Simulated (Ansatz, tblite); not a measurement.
Breaking a bond: AsH, triplet.

- ROCCSDT(Q) = Ansatz (a program for electronic structure) with CCSDT(Q)/B on ROHF/aug-cc-pVDZ, cores with 3d frozen
- GFN2-xTB, 300 K electronic temperature (tblite)
- ROCCSD = CCSD on ROHF/aug-cc-pVDZ, cores with 3d frozen (Ansatz)

Energies are in kJ/mol, each relative to the lowest point of its own curve near equilibrium.

```csv
R / Å,ROCCSDT(Q),GFN2-xTB,ROCCSD
1.17,213.3,188.3,212.0
1.21,158.1,128.9,156.9
1.31,65.0,42.8,64.1
1.35,41.7,24.7,40.9
1.45,8.2,2.8,7.9
1.48,3.6,0.6,3.3
1.53,0.0,0.0,0.0
1.59,1.3,2.9,1.6
1.63,4.9,6.5,5.4
1.67,10.1,11.1,10.9
1.77,28.4,25.9,30.0
1.89,56.3,48.0,59.0
2.06,99.0,84.0,103.6
2.30,153.7,139.8,162.1
2.52,191.9,189.1,204.2
2.72,215.9,229.1,230.4
3.03,—,279.6,—
3.38,—,320.0,—
3.79,—,347.8,—
4.13,—,359.0,—
4.65,—,365.7,—
```

Dashes: no converged value, or the column stops at the first point that the program doubted or that broke a chosen test of continuity, which isn't proof of a fault.

The T1 diagnostic of CCSD on the restricted reference of ROCCSDT(Q), ROCCSD exceeds 0.045 at 2.30 to 2.72 Å.
